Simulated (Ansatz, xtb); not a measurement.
## Cl2GeH6Si2: which of two isomers lies lower

Structure a is `[SiH3][Ge]([SiH3])([Cl])[Cl]`, a singlet and structure b is `[SiH3][GeH2][SiH](Cl)Cl`, a singlet. Both are isolated molecules in the gas phase, relaxed with PBE0-D4/def2-SVP; each stands in its lowest conformer found.

Estimate E(b) − E(a) at the level CCSD(T)/def2-SVP + ΔMP2/def2-TZVPP.

Calculated at CCSD(T)/def2-SVP + ΔMP2/def2-TZVPP: E(b) − E(a) = −36.5 kJ/mol, so structure b lies lower.

Level by level:

```json
{"level": "GFN2-xTB", "geometry": "GFN2-xTB", "E(b) − E(a) (kJ/mol)": "+70.6", "departure from the last row (kJ/mol)": "+107.1", "job, with rough time for the two": "optimisation, 0.33 s"}
{"level": "HF/STO-3G", "geometry": "GFN2-xTB", "E(b) − E(a) (kJ/mol)": "+5.3", "departure from the last row (kJ/mol)": "+41.9", "job, with rough time for the two": "single point, 0.88 s"}
{"level": "r2SCAN-D4/def2-SVP", "geometry": "GFN2-xTB", "E(b) − E(a) (kJ/mol)": "−26.5", "departure from the last row (kJ/mol)": "+10.0", "job, with rough time for the two": "single point, 8.4 s"}
{"level": "PBE0-D4/def2-SVP", "geometry": "PBE0-D4/def2-SVP", "E(b) − E(a) (kJ/mol)": "−35.8", "departure from the last row (kJ/mol)": "+0.7", "job, with rough time for the two": "optimisation, 70 s"}
{"level": "HF/def2-SVP", "geometry": "PBE0-D4/def2-SVP", "E(b) − E(a) (kJ/mol)": "−27.0", "departure from the last row (kJ/mol)": "+9.6", "job, with rough time for the two": "part of the CCSD(T) run"}
{"level": "MP2/def2-SVP", "geometry": "PBE0-D4/def2-SVP", "E(b) − E(a) (kJ/mol)": "−40.0", "departure from the last row (kJ/mol)": "−3.5", "job, with rough time for the two": "part of the CCSD(T) run"}
{"level": "CCSD(T)/def2-SVP", "geometry": "PBE0-D4/def2-SVP", "E(b) − E(a) (kJ/mol)": "−36.0", "departure from the last row (kJ/mol)": "+0.5", "job, with rough time for the two": "single point"}
{"level": "CCSD(T)/def2-SVP + ΔMP2/def2-TZVPP", "geometry": "PBE0-D4/def2-SVP", "E(b) − E(a) (kJ/mol)": "−36.5", "departure from the last row (kJ/mol)": "", "job, with rough time for the two": "single point, 86 s"}
```

As drawn, b has 2 Cl–Si, 2 Ge–H in place of 2 Cl–Ge, 2 Si–H.

GFN2-xTB, HF/STO-3G put the two in the other order. The largest departure from CCSD(T)/def2-SVP + ΔMP2/def2-TZVPP is that of GFN2-xTB, 107.1 kJ/mol. The last row adds to CCSD(T) the change of the MP2 difference between the two basis sets, here −0.5 kJ/mol.

With thermal terms from frequencies at re-optimised GFN2-xTB minima (ideal gas, soft modes damped towards free rotors, one conformer each, 298.15 K, 1 atm): the zero-point term adds +1.2 kJ/mol; ΔH is −38.0 and ΔG −34.2 kJ/mol.

The correlated steps freeze 29 core orbitals; the filled d shell of Ge is correlated, in a basis made for valence electrons. Programs: Ansatz 0.2.0, xtb 6.7.1; the last row on 2 threads of Arm Neoverse V2 on a shared host.
